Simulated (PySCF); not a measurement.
A PySCF script (with the pyscf-properties extension) for the NMR shieldings of C₃H₁₂BO₂P, on a GFN2-xTB geometry:

```python
import basis_set_exchange as bse
import numpy as np
from pyscf import gto, dft
from pyscf.prop import nmr

atoms = """
C     2.803368   -0.611264   -0.693393
C     2.066024    0.714531   -0.844987
O     1.084517    0.876462    0.154369
B    -0.180056    0.389003    0.102352
C    -0.837891   -0.399786   -1.115102
O    -0.936240    0.629800    1.205943
P    -3.018417   -0.467380    2.160457
H     3.580178   -0.690508   -1.448875
H     2.109189   -1.439591   -0.807886
H     3.258163   -0.675268    0.291789
H     2.765957    1.548793   -0.725229
H     1.609871    0.776619   -1.839911
H    -0.424129   -1.401774   -1.202277
H    -0.673527    0.099040   -2.067648
H    -1.907612   -0.504410   -0.967291
H    -0.459334    1.079068    1.906425
H    -3.036123    0.765187    2.792027
H    -4.312900   -0.746206    2.606438
H    -3.500842    0.066936    0.979757
"""
names = dict.fromkeys(["C", "O", "B", "P", "H"], "pcSseg-1")
basis = {el: gto.basis.parse(bse.get_basis(n, elements=[el], fmt="nwchem")) for el, n in names.items()}
mol = gto.M(atom=atoms, basis=basis, charge=0, verbose=0)
mf = dft.RKS(mol, xc="PBE0")
mf.grids.level = 2
mf.grids.alignment = dft.numint.BLKSIZE   # the property module wants whole blocks of grid points
mf.conv_tol = 1e-9
mf.kernel()

calc = nmr.RKS(mf)   # GIAO
C = mf.mo_coeff
Co = C[:, mf.mo_occ > 0]
resp = mf.gen_response(singlet=True, hermi=2)
def vind(x):   # induced exchange potential for any number of trial vectors
    d = np.einsum("pi,xij,qj->xpq", C, 2 * x.reshape(-1, C.shape[1], Co.shape[1]), Co, optimize=True)
    return np.einsum("xpq,pi,qj->xij", resp(d - d.transpose(0, 2, 1)), C, Co, optimize=True).ravel()
mo1, _ = nmr.rhf.solve_mo1(calc, with_cphf=vind)
sigma = calc.kernel(mo1)
for i, s in enumerate(sigma):   # ppm
    w = np.linalg.eigvalsh((s + s.T) / 2)
    print("%2d %-2s iso %8.1f  s11 %8.1f  s22 %8.1f  s33 %8.1f" % (i, mol.atom_pure_symbol(i), w.mean(), *w))
```

Q: What does it print?

A: 
```
 0 C  iso    166.7  s11    147.7  s22    166.8  s33    185.7
 1 C  iso    122.7  s11     92.3  s22    109.4  s33    166.5
 2 O  iso    188.9  s11     47.3  s22    221.6  s33    297.7
 3 B  iso     71.0  s11     52.4  s22     71.4  s33     89.1
 4 C  iso    192.3  s11    187.5  s22    192.6  s33    197.0
 5 O  iso    180.8  s11     87.6  s22    217.7  s33    237.0
 6 P  iso    602.4  s11    551.4  s22    620.6  s33    635.2
 7 H  iso     30.8  s11     27.0  s22     27.4  s33     38.0
 8 H  iso     30.5  s11     26.0  s22     31.0  s33     34.5
 9 H  iso     30.3  s11     26.9  s22     28.2  s33     35.8
10 H  iso     27.7  s11     22.6  s22     27.3  s33     33.1
11 H  iso     27.7  s11     23.6  s22     28.0  s33     31.3
12 H  iso     31.6  s11     27.3  s22     29.8  s33     37.6
13 H  iso     31.5  s11     26.7  s22     30.0  s33     37.7
14 H  iso     31.2  s11     25.6  s22     30.0  s33     37.9
15 H  iso     28.1  s11     22.1  s22     26.8  s33     35.3
16 H  iso     30.3  s11     25.2  s22     29.2  s33     36.6
17 H  iso     30.4  s11     25.0  s22     26.1  s33     40.0
18 H  iso     30.0  s11     25.0  s22     29.4  s33     35.7
```

These numbers come from an equivalent density-fitted implementation of the same equations, which agrees with the script to about 0.01 ppm for H and up to a few tenths of a ppm for heavy atoms, so last digits may differ.

Size and cost of the density-fitted run: 186 basis functions, 28 s wall time on 1 thread of an Arm Neoverse V2, shared host; peak memory 0.88 GiB.
